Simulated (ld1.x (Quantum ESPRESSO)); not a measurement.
# molybdenum (Mo): TM pseudisation with PBE, scalar-relativistic reference atom.

* Element: molybdenum (Mo)
* Generator: ld1.x (Quantum ESPRESSO) 7.5
* Type: norm-conserving Troullier–Martins (Kleinman–Bylander form)
* Functional: PBE
* Relativity: scalar-relativistic
* Frozen core: [Ar] 3d10
* Valence charge: 14
* Reference configuration: 4s2 4p6 4d3 5s0 5p0 (charge +3)
* Partial waves: 4s (bound): rc 1.90 bohr; 4d (bound): rc 2.40 bohr; 4p (bound): rc 1.85 bohr
* Local potential: the p channel
* Core correction: a·sin(br)/r model core, default radius (core density twice the valence density)

All-electron outer shells of the reference configuration (PBE, scalar-relativistic, ld1.x):

| shell | level (eV) | outermost node (bohr) | outermost maximum (bohr) |
| --- | --- | --- | --- |
| 3d | -253.80 | – | 0.32 |
| 4s | -96.30 | 0.51 | 0.99 |
| 4p | -70.02 | 0.52 | 1.06 |
| 4d | -32.91 | 0.53 | 1.32 |
| 5s | -26.70 | 1.30 | 2.46 |
| 5p | -20.67 | 1.46 | 2.86 |

Results:

* Cutoffs needed: 35 Ry and 55 Ry (the cutoffs (Ry, on a coarse ladder) from which the occupation-weighted sum of valence levels, in a spherical-Bessel basis at the reference potential, stays within 10 and 1 mRy of its value at 400 Ry)
* Ghost test: no extra level below or beside the all-electron valence levels (s, d, p, f tested) (spherical-Bessel basis up to 400 Ry, 20 bohr box)
* Largest excitation error: +976 meV (all-electron minus pseudo) for 4s2 4p6 4d4 5s1 5p0, out of 7 test configurations

Generation and tests took about 1.3 s on one core of a shared server CPU.
